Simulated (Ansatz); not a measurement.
Ansatz (an electronic-structure program) input (B3LYP-D3(BJ)/def2-TZVP):

Ansatz 0.2 input:
```yaml
crystal:
  periodic: [false, false, false]
  atoms:
    - {symbol: Mg, position_ang: [0.01369522, 0.01874915, 0.01366213]}
    - {symbol: F, position_ang: [-0.19903801, 1.36510772, -1.15992543]}
    - {symbol: F, position_ang: [0.21747513, -1.33031202, 1.18713177]}
basis:
  gaussian:
    orbitals: def2-TZVP
hamiltonian:
  xc: b3lyp
  dispersion: d3bj
total_charge: -1
magnetization: {spin_polarized: true, initial_magnetization: 1}
relax: {f_tol: 0.002, max_steps: 150}
```

Output:

```
Functional definition: B3LYP
integrals: 0.02 GiB planned
600 factors; their error is unknown
mean field: 0.29 GiB planned
mean field evaluation 1: about -10884.6742 eV, gradient 1.4e1 eV
mean field evaluation 2: about -10883.9324 eV, gradient 2.3e1 eV
mean field evaluation 4: about -10885.2494 eV, gradient 3.2e-1 eV
mean field evaluation 8: about -10885.2790 eV, gradient 5.2e-2 eV
mean field -10885.27901927 eV, -400.0266256512 hartree, gradient 6.6e-5 eV, S^2 0.750712; 0 other end points of the search recorded, 0 dependent functions left out
the calculation of the forces begins
reference -10885.27922508 eV, -400.0266332143 hartree; 16, 15 occupied and 78, 79 virtual orbitals, 600 factors
relax step   1: F+E_penalty+E_count = -10885.31753050 eV  Δ(F+E_penalty+E_count) = +0.000e0 eV  max|allowed force component| = 2.300e-1 eV/Å  Δτ_max = 0.0000 Å  (26 SCF iters, accepted)
these checks for a lower state are left out or cut short: starts, cluster_reference, orbital_swaps, neighbouring_geometries, increment
integrals: 0.02 GiB planned
600 factors; their error is unknown
mean field: 0.29 GiB planned
mean field evaluation 16: about -10885.2529 eV, gradient 2.2e-1 eV
mean field -10885.28253052 eV, -400.0267546871 hartree, gradient 2.5e-5 eV, S^2 0.750717; 0 other end points of the search recorded, 0 dependent functions left out
the calculation of the forces begins
reference -10885.28273698 eV, -400.0267622744 hartree; 16, 15 occupied and 78, 79 virtual orbitals, 600 factors
relax step   2: F+E_penalty+E_count = -10885.32099325 eV  Δ(F+E_penalty+E_count) = -3.463e-3 eV  max|allowed force component| = 1.495e-1 eV/Å  Δτ_max = 0.0070 Å  (31 SCF iters, accepted)
these checks for a lower state are left out or cut short: starts, cluster_reference, orbital_swaps, neighbouring_geometries, increment
integrals: 0.02 GiB planned
600 factors; their error is unknown
mean field: 0.29 GiB planned
mean field -10885.28557906 eV, -400.0268667189 hartree, gradient 1.1e-5 eV, S^2 0.750725; 0 other end points of the search recorded, 0 dependent functions left out
the calculation of the forces begins
reference -10885.28578686 eV, -400.0268743556 hartree; 16, 15 occupied and 78, 79 virtual orbitals, 600 factors
relax step   3: F+E_penalty+E_count = -10885.32394747 eV  Δ(F+E_penalty+E_count) = -2.954e-3 eV  max|allowed force component| = 3.670e-2 eV/Å  Δτ_max = 0.0141 Å  (31 SCF iters, accepted)
these checks for a lower state are left out or cut short: starts, cluster_reference, orbital_swaps, neighbouring_geometries, increment
integrals: 0.02 GiB planned
600 factors; their error is unknown
mean field: 0.29 GiB planned
mean field evaluation 32: about -10885.2552 eV, gradient 2.1e-1 eV
mean field -10885.28625012 eV, -400.0268913797 hartree, gradient 1.3e-5 eV, S^2 0.750723; 0 other end points of the search recorded, 0 dependent functions left out
the calculation of the forces begins
reference -10885.28645789 eV, -400.0268990152 hartree; 16, 15 occupied and 78, 79 virtual orbitals, 600 factors
relax step   4: F+E_penalty+E_count = -10885.32461994 eV  Δ(F+E_penalty+E_count) = -6.725e-4 eV  max|allowed force component| = 6.496e-2 eV/Å  Δτ_max = 0.0086 Å  (29 SCF iters, accepted)
these checks for a lower state are left out or cut short: starts, cluster_reference, orbital_swaps, neighbouring_geometries, increment
integrals: 0.02 GiB planned
600 factors; their error is unknown
mean field: 0.29 GiB planned
mean field -10885.31322658 eV, -400.0278827465 hartree, gradient 1.1e-5 eV, S^2 0.750667; 0 other end points of the search recorded, 0 dependent functions left out
the calculation of the forces begins
reference -10885.31343455 eV, -400.0278903892 hartree; 16, 15 occupied and 78, 79 virtual orbitals, 600 factors
relax step   5: F+E_penalty+E_count = -10885.35159892 eV  Δ(F+E_penalty+E_count) = -2.698e-2 eV  max|allowed force component| = 3.146e-1 eV/Å  Δτ_max = 0.0880 Å  (29 SCF iters, accepted)
these checks for a lower state are left out or cut short: starts, cluster_reference, orbital_swaps, neighbouring_geometries, increment
integrals: 0.02 GiB planned
600 factors; their error is unknown
mean field: 0.29 GiB planned
mean field -10885.45221183 eV, -400.0329903603 hartree, gradient 1.2e-5 eV, S^2 0.750468; 0 other end points of the search recorded, 0 dependent functions left out
the calculation of the forces begins
reference -10885.45242706 eV, -400.0329982698 hartree; 16, 15 occupied and 78, 79 virtual orbitals, 600 factors
relax step   6: F+E_penalty+E_count = -10885.49071105 eV  Δ(F+E_penalty+E_count) = -1.391e-1 eV  max|allowed force component| = 3.752e-1 eV/Å  Δτ_max = 0.2000 Å  (33 SCF iters, accepted)
these checks for a lower state are left out or cut short: starts, cluster_reference, orbital_swaps, neighbouring_geometries, increment
integrals: 0.02 GiB planned
600 factors; their error is unknown
mean field: 0.29 GiB planned
mean field evaluation 64: about -10885.5898 eV, gradient 1.4e-5 eV
mean field -10885.58978095 eV, -400.0380459320 hartree, gradient 1.4e-5 eV, S^2 0.750348; 0 other end points of the search recorded, 0 dependent functions left out
the calculation of the forces begins
reference -10885.59000151 eV, -400.0380540377 hartree; 16, 15 occupied and 78, 79 virtual orbitals, 600 factors
relax step   7: F+E_penalty+E_count = -10885.62894944 eV  Δ(F+E_penalty+E_count) = -1.382e-1 eV  max|allowed force component| = 2.666e-1 eV/Å  Δτ_max = 0.1807 Å  (31 SCF iters, accepted)
these checks for a lower state are left out or cut short: starts, cluster_reference, orbital_swaps, neighbouring_geometries, increment
integrals: 0.02 GiB planned
600 factors; their error is unknown
mean field: 0.29 GiB planned
mean field -10885.61906241 eV, -400.0391220059 hartree, gradient 2.2e-5 eV, S^2 0.750314; 0 other end points of the search recorded, 0 dependent functions left out
the calculation of the forces begins
reference -10885.61928121 eV, -400.0391300466 hartree; 16, 15 occupied and 78, 79 virtual orbitals, 600 factors
relax step   8: F+E_penalty+E_count = -10885.65873249 eV  Δ(F+E_penalty+E_count) = -2.978e-2 eV  max|allowed force component| = 1.133e-1 eV/Å  Δτ_max = 0.0727 Å  (28 SCF iters, accepted)
these checks for a lower state are left out or cut short: starts, cluster_reference, orbital_swaps, neighbouring_geometries, increment
integrals: 0.02 GiB planned
600 factors; their error is unknown
mean field: 0.29 GiB planned
mean field -10885.62145945 eV, -400.0392100956 hartree, gradient 1.7e-5 eV, S^2 0.750303; 0 other end points of the search recorded, 0 dependent functions left out
the calculation of the forces begins
reference -10885.62167780 eV, -400.0392181198 hartree; 16, 15 occupied and 78, 79 virtual orbitals, 600 factors
relax step   9: F+E_penalty+E_count = -10885.66136403 eV  Δ(F+E_penalty+E_count) = -2.632e-3 eV  max|allowed force component| = 1.393e-2 eV/Å  Δτ_max = 0.0299 Å  (28 SCF iters, accepted)
these checks for a lower state are left out or cut short: starts, cluster_reference, orbital_swaps, neighbouring_geometries, increment
integrals: 0.02 GiB planned
600 factors; their error is unknown
mean field: 0.29 GiB planned
mean field -10885.62155705 eV, -400.0392136823 hartree, gradient 2.4e-5 eV, S^2 0.750304; 0 other end points of the search recorded, 0 dependent functions left out
the calculation of the forces begins
reference -10885.62177539 eV, -400.0392217062 hartree; 16, 15 occupied and 78, 79 virtual orbitals, 600 factors
relax step  10: F+E_penalty+E_count = -10885.66143280 eV  Δ(F+E_penalty+E_count) = -6.877e-5 eV  max|allowed force component| = 3.428e-3 eV/Å  Δτ_max = 0.0041 Å  (22 SCF iters, accepted)
these checks for a lower state are left out or cut short: starts, cluster_reference, orbital_swaps, neighbouring_geometries, increment
integrals: 0.02 GiB planned
600 factors; their error is unknown
mean field: 0.29 GiB planned
mean field -10885.62155918 eV, -400.0392137605 hartree, gradient 1.6e-5 eV, S^2 0.750304; 0 other end points of the search recorded, 0 dependent functions left out
the calculation of the forces begins
reference -10885.62177751 eV, -400.0392217841 hartree; 16, 15 occupied and 78, 79 virtual orbitals, 600 factors
relax step  11: F+E_penalty+E_count = -10885.66143372 eV  Δ(F+E_penalty+E_count) = -9.210e-7 eV  max|allowed force component| = 5.850e-5 eV/Å  Δτ_max = 0.0005 Å  (19 SCF iters, accepted)
integrals: 0.02 GiB planned
600 factors; their error is unknown
mean field: 0.29 GiB planned
mean field evaluation 96: about -10884.9144 eV, gradient 1.5e1 eV
mean field -10885.62155918 eV, -400.0392137605 hartree, gradient 1.6e-5 eV, S^2 0.750304; 1 other end points of the search recorded, 0 dependent functions left out
the calculation of the forces begins
reference -10885.62177751 eV, -400.0392217841 hartree; 16, 15 occupied and 78, 79 virtual orbitals, 600 factors
Total energy: -10885.66165205 eV, -400.0406871465 hartree
Atom 0 at     0.571208     0.142872     0.057662 Å, force    -0.000058    -0.000013    -0.000005 eV/Å
Atom 1 at    -0.455879     1.160349    -1.057706 Å, force     0.000035    -0.000032     0.000036 eV/Å
Atom 2 at    -0.083196    -1.249676     1.040913 Å, force     0.000023     0.000045    -0.000031 eV/Å
Dipole moment:    -0.167174    -0.037289    -0.013135 e Å
```
